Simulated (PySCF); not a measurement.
Compound: C2H10OSSi2.
Atom-mapped SMILES: `[CH3:1][SiH2:2][CH2:3][S:4][SiH2:5][OH:6]` (hydrogens: H7, H8, H9 on C1; H10, H11 on Si2; H12, H13 on C3; H14, H15 on Si5; H16 on O6)

Cartesian coordinates in Å at the GFN2-xTB level; atoms count from 1:
```xyz
16
C2H10OSSi2 angstrom
C      2.409   -0.039    1.283
Si     2.025   -0.234   -0.562
C      0.239    0.365   -0.870
S     -0.936   -0.670    0.070
Si    -2.776    0.207   -0.592
O     -3.989   -0.584    0.128
H      3.415   -0.373    1.516
H      2.324    0.998    1.599
H      1.715   -0.624    1.881
H      2.122   -1.632   -0.987
H      2.898    0.615   -1.385
H      0.092    1.395   -0.551
H     -0.030    0.292   -1.921
H     -2.817    1.599   -0.168
H     -2.869    0.037   -2.036
H     -3.828   -1.341    0.685
```

Theory: TDDFT wB97X-D/def2-SVPD, vertical, gas phase, core orbitals frozen in the response in PySCF 2.14.0, density-fitted response routines. GFN2-xTB frequencies show an imaginary mode (72i cm⁻¹), so this geometry is no minimum at that level.

Ground-to-excited transition dipoles (e·a0, same axes as the geometry; the sign carries no meaning), for the states with f of 0.002 or more among the lowest 8:

```csv
state,E (hartree),μx,μy,μz
S2,0.2337,-0.012,0.265,0.307
S6,0.2725,-0.017,0.182,0.056
S7,0.2776,0.006,-0.155,0.060
S8,0.2797,-0.011,-0.333,0.235
```

(1) What oscillator strength does each state have?

(2) What angle do the transition dipoles of S2 and S8 make?

(3) What peak molar absorption coefficient would the strongest computed level give as a lone Gaussian band 0.5 eV wide at half height?

Results:

(1) f = (2/3) ΔE |μ|² with ΔE in hartree (27.2114 eV).

```tsv
state	|μ|² (au)	|μ| (D)	f
S2	0.164	1.03	0.026
S6	0.037	0.49	0.007
S7	0.028	0.42	0.005
S8	0.166	1.04	0.031
```

(2) |cos θ| = |μa·μb| / (|μa| |μb|) = 0.10, so θ ≈ 84° (taken between 0 and 90°, since the signs are arbitrary).

(3) ε(max) = 2.175×10⁸ f / FWHM, with the width in cm⁻¹. S8: 2.175×10⁸ × 0.0309 / 4033 ≈ 1700 L mol⁻¹ cm⁻¹.

One conformer stands for the species.
